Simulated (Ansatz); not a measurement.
C2H7NOSi (`NCC1O[SiH2]1`) at its PBE0-D4/def2-TZVP geometry, where that method's forces vanish. The species carries charge 0 and has multiplicity 1.

```json
{"atom": "N1", "x (Å)": "-0.7332", "y (Å)": "1.4066", "z (Å)": "-1.3431"}
{"atom": "C2", "x (Å)": "0.3470", "y (Å)": "0.5827", "z (Å)": "-0.8293"}
{"atom": "C3", "x (Å)": "-0.1010", "y (Å)": "-0.6037", "z (Å)": "-0.0188"}
{"atom": "O4", "x (Å)": "-0.7945", "y (Å)": "-0.2209", "z (Å)": "1.2326"}
{"atom": "Si5", "x (Å)": "0.5819", "y (Å)": "-1.0836", "z (Å)": "1.5889"}
{"atom": "H6", "x (Å)": "-1.3256", "y (Å)": "1.6953", "z (Å)": "-0.5726"}
{"atom": "H7", "x (Å)": "-1.3180", "y (Å)": "0.8690", "z (Å)": "-1.9725"}
{"atom": "H8", "x (Å)": "0.9975", "y (Å)": "1.2190", "z (Å)": "-0.2209"}
{"atom": "H9", "x (Å)": "0.9539", "y (Å)": "0.2263", "z (Å)": "-1.6679"}
{"atom": "H10", "x (Å)": "-0.6942", "y (Å)": "-1.3277", "z (Å)": "-0.5823"}
{"atom": "H11", "x (Å)": "1.6944", "y (Å)": "-0.3336", "z (Å)": "2.2125"}
{"atom": "H12", "x (Å)": "0.3916", "y (Å)": "-2.4295", "z (Å)": "2.1734"}
```

(1) For each bond, give half the difference of the two atoms' forces along it (eV/Å; positive pushes the atoms apart) under PBE-D4, r2SCAN-D4, B3LYP-D4, ωB97M-V in def2-TZVPP. (An estimate is asked.)

Answers

(1) Computed: 
```csv
bond,length (Å),PBE-D4,r2SCAN-D4,B3LYP-D4,ωB97M-V
N1–C2,1.452,0.13,0.20,0.25,0.22
N1–H6,1.014,0.24,-0.01,-0.05,-0.07
N1–H7,1.013,0.24,0.00,-0.04,-0.07
C2–C3,1.505,-0.11,-0.02,0.05,0.10
C2–H8,1.095,0.10,-0.06,-0.11,-0.12
C2–H9,1.095,0.08,-0.05,-0.12,-0.12
C3–O4,1.481,0.52,0.37,0.36,0.19
C3–Si5,1.811,0.39,0.18,0.23,0.09
C3–H10,1.092,0.05,-0.09,-0.18,-0.15
O4–Si5,1.663,0.70,0.24,0.23,0.10
Si5–H11,1.480,-0.07,-0.07,-0.12,-0.14
Si5–H12,1.480,-0.09,-0.07,-0.13,-0.14
```

B3LYP here is the variant with VWN-RPA as its local correlation; programs differ in this.
